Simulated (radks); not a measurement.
Excited configurations of N II: one electron is placed in a higher orbital outside [He] 2s2 2p1. The ground configuration is [He] 2s2 2p2. Method: scalar-relativistic Kohn-Sham, LDA (Slater exchange, Perdew-Wang correlation), spin-unpolarised, spherical densities, point nucleus; computed with a radial shooting solver on a logarithmic mesh with Libxc functionals. Excitation = E - E(ground); binding = E(ion) - E, where the ion is the core of charge +2; n* = 2/sqrt(2 binding) in atomic units, and the quantum defect is n - n*.

outer orbital,excitation (eV),binding (eV),quantum defect,<r> (bohr)
3p,20.081,8.891,0.526,4.218
3d,22.533,6.440,0.093,4.774
4f,25.538,3.434,0.019,8.982
5s,25.749,3.223,0.891,13.10
5p,26.094,2.878,0.652,14.24
6s,26.831,2.141,0.959,19.88
6d,27.227,1.745,0.416,23.06
6f,27.345,1.627,0.217,23.24
7s,27.445,1.528,1.032,28.08
7f,27.758,1.214,0.305,32.48

The Delta-SCF ionisation energy is 28.972 eV (NIST Atomic Spectra Database: 29.601 eV, semi-empirical). Self-interaction in the functional shifts the binding energies and quantum defects, so they are the method's values and not measured ones. Spin polarisation and multiplet splitting are left out, so open shells lie too high by an amount that depends on their filling.

Beside tabulated values, note that spin-unpolarised runs miss the spin-polarisation part of the exchange energy of open shells.
